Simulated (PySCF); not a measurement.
# Electron correlation in Tm³⁺ (thulium, charge +3)

Starting occupation: [Xe] 4f12, 4f5/2 with m_j = -5/2, -3/2, -1/2, +1/2, +3/2, +5/2, 4f7/2 with m_j = -3/2, -1/2, +1/2, +3/2, +5/2, +7/2. All numbers are calculated (PySCF 2.14, X2C-1e with screened-nucleus spin-orbit coupling, Gaussian nucleus, in x2c-TZVPPall-2c). Frozen: [Ar] 3d10; 38 electrons correlated; the 18 highest virtual spinors left out.

MP2 pair energies summed by pair of shells (mhartree):

```
       pair   energy  share (%)
4f5/2-4f7/2  -250.95       14.6
4d5/2-4f7/2  -112.99        6.6
4d5/2-4f5/2  -108.23        6.3
4f7/2-4f7/2  -104.56        6.1
4f5/2-4f5/2  -103.09        6.0
4f5/2-5p3/2   -81.57        4.8
4f7/2-5p3/2   -80.97        4.7
4d3/2-4f7/2   -57.46        3.4
5p3/2-5p3/2   -56.58        3.3
4d3/2-4d5/2   -54.56        3.2
5p1/2-5p3/2   -52.83        3.1
4d3/2-4f5/2   -51.21        3.0
4f7/2-5p1/2   -45.28        2.6
4d5/2-4d5/2   -40.21        2.3
4f5/2-5p1/2   -40.18        2.3
4d5/2-4p3/2   -33.58        2.0
4f5/2-4p3/2   -30.17        1.8
4f7/2-4p3/2   -29.27        1.7
4d5/2-5p3/2   -28.94        1.7
4f7/2-5s1/2   -27.23        1.6
4f5/2-5s1/2   -25.73        1.5
5p3/2-5s1/2   -21.96        1.3
4d3/2-4p3/2   -21.85        1.3
4d5/2-4p1/2   -16.16        0.9
4d5/2-5p1/2   -16.16        0.9
4d5/2-5s1/2   -16.04        0.9
4d3/2-4d3/2   -14.86        0.9
4f7/2-4p1/2   -13.85        0.8
5p1/2-5p1/2   -13.26        0.8
4f5/2-4p1/2   -13.22        0.8
```

Total MP2 correlation energy: -1714.8 mhartree.

This basis was not built for core-valence correlation, so the inner-shell part is incomplete.
